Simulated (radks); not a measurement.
Problem. Spherical quantum dot in the effective-mass picture: electrons in a hard-walled sphere of radius 6.6, with a point charge +1 (a donor) at the centre, all in effective atomic units (hartree* = m*/eps^2 hartree, bohr* = eps/m* bohr), one dielectric constant everywhere. Calculated with a radial shooting solver with Libxc functionals: non-relativistic Kohn-Sham, LDA (Slater exchange, Perdew-Wang correlation), spin-polarised, spherical densities. Levels are named by radial order and angular momentum (1s, 1p, 1d, 2s, ...), and open shells are averaged over m. At N = 14 the configuration is 1s2 1p6 1d(up 5, down 0) 2s(up 1, down 0). Does electron 15 go into 1d down or 1f up or 2s down?

Solution. Into 1d down. The total energies of the other choices lie higher by 0.0968 hartree* (1f up), 0.121 hartree* (2s down).
